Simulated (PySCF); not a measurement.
PySCF input file for C7H15, SMILES C[CH]CCCCC, multiplicity 2, SMD-B3LYP/6-31G*. Coordinates come from a B3LYP-D3(BJ)/def2-SVP optimisation. The isomer is the one that the SMILES or the coordinates give; other isomers of the formula were not compared. Other conformers were not sampled.

```python
import numpy as np
from pyscf import gto, scf, dft
from pyscf.solvent import smd

mol = gto.M(
    atom='''
    C     3.40639328   -0.76493684   -0.01391444
    C     2.67830703    0.49626941    0.30278784
    C     1.27522894    0.48048798    0.81437313
    C     0.21443617    0.16895914   -0.26544628
    C    -1.21442561    0.15026224    0.27692024
    C    -2.27205446   -0.15857320   -0.78429219
    C    -3.69710553   -0.17538616   -0.23333990
    H     3.18585319   -1.55632632    0.72453364
    H     4.49827312   -0.61764250   -0.04424060
    H     3.12021683   -1.18041293   -1.00471732
    H     3.08353628    1.44057908   -0.07788844
    H     1.17855587   -0.27819774    1.61538072
    H     1.02768901    1.45326932    1.27472177
    H     0.29412791    0.91552890   -1.07573320
    H     0.44432525   -0.80715443   -0.72874857
    H    -1.44059161    1.12662967    0.74450892
    H    -1.28591912   -0.59444650    1.09139625
    H    -2.19733811    0.58635888   -1.59706061
    H    -2.04295303   -1.13403783   -1.25032230
    H    -3.96543182    0.79906679    0.20796561
    H    -4.43504114   -0.39990585   -1.01977069
    H    -3.80998136   -0.93580384    0.55744421
    ''',
    basis='6-31G*',
    charge=0,
    spin=1,
    max_memory=1600,
    verbose=3,
)
mf = dft.UKS(mol, xc='b3lyp').density_fit(auxbasis='def2-universal-jkfit')
mf.grids.level = 3
mf.conv_tol = 1e-9
mf.max_cycle = 100
mf.kernel()
fine, coarse = mf.grids, dft.Grids(mol).set(level=1).build(with_non0tab=True)
for _ in range(3):  # follow internal instabilities
    mf.grids = coarse
    mo, _, stable, _ = mf.stability(return_status=True, nroots=4)
    mf.grids = fine
    if stable:
        break
    mf.kernel(mf.make_rdm1(mo, mf.mo_occ))
res = {}
for name in ['water', 'tetrahydrofuran', 'toluene']:
    s = mf.SMD()
    s.with_solvent.solvent, s.with_solvent.sasa_ng = name, 194
    s.kernel(mf.make_rdm1())
    res[name] = (s.e_tot, s.with_solvent.get_cds(), s.dip_moment(), s.mo_energy, s.converged)
    print(f'SMD {name}: dG(solv) = {(s.e_tot - mf.e_tot) * 627.509474:.3f} kcal/mol, of which CDS {res[name][1] * 627.509474:.3f}')
```

Output:

```

WARN: HOMO -0.175035279683253 >= LUMO -0.175035279683252

converged SCF energy = -275.727308921499  <S^2> = 0.75399767  2S+1 = 2.0039937
<class 'pyscf.df.df_jk.DFUKS'> wavefunction is stable in the internal stability analysis
converged SCF energy = -275.723328959948  <S^2> = 0.75396554  2S+1 = 2.0039616
Dipole moment(X, Y, Z, Debye): -0.17226, -0.16934, -0.25781
SMD water: dG(solv) = 2.497 kcal/mol, of which CDS 3.802
converged SCF energy = -275.733030400199  <S^2> = 0.75397216  2S+1 = 2.0039682
Dipole moment(X, Y, Z, Debye): -0.15989, -0.15188, -0.24814
SMD tetrahydrofuran: dG(solv) = -3.590 kcal/mol, of which CDS -2.535
converged SCF energy = -275.734631252131  <S^2> = 0.75398384  2S+1 = 2.0039799
Dipole moment(X, Y, Z, Debye): -0.13977, -0.12642, -0.23097
SMD toluene: dG(solv) = -4.595 kcal/mol, of which CDS -3.992
```

The run converged.

Cost: roughly 6 core-minutes.
